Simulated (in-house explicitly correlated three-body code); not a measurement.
Computed with an exponentially correlated three-body code. Model: two electrons around a point charge, non-relativistic, variational in 260 exponentially correlated functions (energies converged to about 1e-7 hartree, or 1e-8 relative for large Z).

For this charge the correlation energy is taken as exact minus Hartree-Fock, from which it differs by microhartrees, and the kinetic parts follow from it.

For two electrons in a singlet the Kohn-Sham orbital is the square root of half the density, so the exact Kohn-Sham potential and energy parts follow from the density alone, and exchange is minus half the Hartree energy. The Kohn-Sham level equals minus the binding energy of the second electron.

Command:
```bash
python run_hyl.py task.json out
```
Settings (lengths in bohr, energies in hartree):
```
Z                      7.7
interaction_strength   1
functions              260
states_tried           13
```

Cost of the run: 59 s on 1 thread of Intel(R) Xeon(R) Platinum 8175M CPU @ 2.50GHz (Skylake/Cascade Lake), on a shared host.

**Those bound S and P states to n = 4 that converged, binding against the one-electron ion.**

Given: nuclear charge 7.7.

Computed: one-electron threshold -29.645 hartree.

```json
{"term": "1 1S", "energy (hartree)": "-54.6340541", "binding (eV)": "679.99", "quantum defect": "0.052269"}
{"term": "2 3S", "energy (hartree)": "-35.6573045", "binding (eV)": "163.6", "quantum defect": "0.067857"}
{"term": "2 3P", "energy (hartree)": "-35.393486", "binding (eV)": "156.42", "quantum defect": "0.024018"}
{"term": "2 1S", "energy (hartree)": "?", "binding (eV)": "?", "quantum defect": "?"}
{"term": "2 1P", "energy (hartree)": "-35.2088131", "binding (eV)": "151.4", "quantum defect": "-0.0085079"}
{"term": "3 3S", "energy (hartree)": "-32.2498714", "binding (eV)": "70.882", "quantum defect": "0.064604"}
{"term": "3 3P", "energy (hartree)": "-32.1781675", "binding (eV)": "68.931", "quantum defect": "0.023349"}
{"term": "3 1S", "energy (hartree)": "-32.1777123", "binding (eV)": "68.919", "quantum defect": "0.023082"}
{"term": "3 1P", "energy (hartree)": "-32.1267462", "binding (eV)": "67.532", "quantum defect": "-0.0073303"}
{"term": "4 3S", "energy (hartree)": "-31.0935098", "binding (eV)": "39.416", "quantum defect": "0.063601"}
{"term": "4 1S", "energy (hartree)": "?", "binding (eV)": "?", "quantum defect": "?"}
{"term": "4 3P", "energy (hartree)": "-31.0641728", "binding (eV)": "38.618", "quantum defect": "0.023123"}
{"term": "4 1P", "energy (hartree)": "-31.042978", "binding (eV)": "38.041", "quantum defect": "-0.0069104"}
```

Question: What belongs in the row 2 1S?

Answer: energy (hartree): -35.3845093; binding (eV): 156.18; quantum defect: 0.022473.

Question: What belongs in the row 4 1S?

Answer: energy (hartree): -31.0642969; binding (eV): 38.621; quantum defect: 0.023297.

**Electric-dipole lines between converged S and P states, rate of the upper state's decay.**

| s state | p state | p minus s (eV) | oscillator strength from s | rate (1/s) |
| --- | --- | --- | --- | --- |
| 1 1S | 2 1P | 528.59 | 0.68894 | 2.7842e+12 |
| 1 1S | 3 1P | 612.46 | 0.14553 | 7.8956e+11 |
| 1 1S | 4 1P | 641.95 | 0.054986 | 3.2775e+11 |
| 2 1S | 2 1P | 4.7809 | 0.070727 | 2.3383e+07 |
| 2 1S | 3 1P | 88.648 | 0.37098 | 4.2167e+10 |
| 2 1S | 4 1P | 118.14 | 0.093213 | 1.8817e+10 |
| 3 1S | 2 1P | -82.48 | -0.057617 | 1.7008e+10 |
| 3 1S | 3 1P | 1.3869 | 0.12301 | 3.4221e+06 |
| 3 1S | 4 1P | 30.878 | 0.40332 | 5.5619e+09 |
| 4 1S | 2 1P | -112.78 | -0.012444 | 6.8678e+09 |
| 4 1S | 3 1P | -28.911 | -0.12992 | 4.712e+09 |
| 4 1S | 4 1P | 0.58012 | 0.1713 | 833820 |
| 2 3S | 2 3P | 7.1789 | 0.098985 | 7.3785e+07 |
| 2 3S | 3 3P | ? | ? | ? |
| 2 3S | 4 3P | 124.99 | 0.088452 | 1.9985e+10 |
| 3 3S | 2 3P | -85.542 | -0.060451 | 1.9194e+10 |
| 3 3S | 3 3P | 1.9512 | 0.16565 | 9.1212e+06 |
| 3 3S | 4 3P | ? | ? | ? |
| 4 3S | 2 3P | -117.01 | -0.012701 | 7.5453e+09 |
| 4 3S | 3 3P | -29.515 | -0.13887 | 5.2494e+09 |
| 4 3S | 4 3P | 0.7983 | 0.22818 | 2.1033e+06 |

Question: What belongs in the row 2 3S 3 3P?

Answer: p minus s (eV): 94.672; oscillator strength from s: 0.34379; rate (1/s): 4.4569e+10.

Question: What belongs in the row 3 3S 4 3P?

Answer: p minus s (eV): 32.265; oscillator strength from s: 0.37372; rate (1/s): 5.627e+09.

**Exact Kohn-Sham parts of the ground state from its density.**

Computed: total energy -54.6340541 hartree; Kohn-Sham kinetic 54.59 hartree; Hartree energy 9.1796 hartree; exchange energy -4.5898 hartree; kinetic part of the DFT correlation energy 0.043935 hartree; potential part of the DFT correlation energy -0.089341 hartree; exact minus restricted Hartree-Fock -0.045406 hartree; dipole polarisability 0.0031146 bohr³; C6 of two such species 0.00016536 hartree·bohr⁶.

Question: What is the Kohn-Sham level?

Answer: -679.99 eV.

Question: What is the restricted Hartree-Fock level?

Answer: -680.27 eV.

**Density and exact potentials over r, pair density (one pair, times 4 pi r12^2) and exact minus Kohn-Sham pair density over r12.**

```
radius (bohr)  radial density (electrons/bohr)  exchange potential (hartree)  intracule density (1/bohr)  Coulomb hole against Kohn-Sham (1/bohr)  correlation potential (hartree)
       0.0554                           4.4023                       -6.8178                     0.50879                                 -0.04602                           -0.014
       0.0642                           5.1734                       -6.6677                     0.66432                                 -0.05551                           -0.007
       0.0744                           5.9546                       -6.4858                     0.85905                                 -0.06529                           -0.001
       0.0863                           6.6954                       -6.2671                      1.0987                                 -0.07443                            0.006
          0.1                           7.3165                       -6.0121                      1.3805                                 -0.08133                            0.012
        0.116                           7.7467                       -5.7159                      1.7027                                 -0.08417                            0.017
        0.134                           7.9022                       -5.3914                      2.0373                                 -0.08099                             0.02
        0.156                           7.7232                       -5.0141                      2.3834                                 -0.06957                            0.021
        0.181                                ?                             ?                           ?                                        ?                                ?
         0.21                           6.3074                       -4.2012                      2.8562                                 -0.02375                            0.017
        0.243                           5.2058                       -3.7862                      2.8847                                 0.004258                            0.014
        0.282                           3.9675                       -3.3681                      2.7222                                  0.02897                             0.01
        0.327                                ?                             ?                           ?                                        ?                                ?
        0.379                           1.7544                       -2.5982                       1.874                                   0.0458                            0.004
        0.439                          0.99014                       -2.2615                      1.3265                                  0.03707                            0.002
        0.509                          0.48612                       -1.9588                      0.8201                                   0.0232                            0.001
         0.59                          0.20423                       -1.6931                     0.43419                                   0.0107                            0.001
```

Question: What belongs in the row 0.181?

Answer: radial density (electrons/bohr): 7.1823; exchange potential (hartree): -4.6168; intracule density (1/bohr): 2.6716; Coulomb hole against Kohn-Sham (1/bohr): -0.04997; correlation potential (hartree): 0.02.

Question: What belongs in the row 0.327?

Answer: radial density (electrons/bohr): 2.7733; exchange potential (hartree): -2.9693; intracule density (1/bohr): 2.369; Coulomb hole against Kohn-Sham (1/bohr): 0.04376; correlation potential (hartree): 0.006.
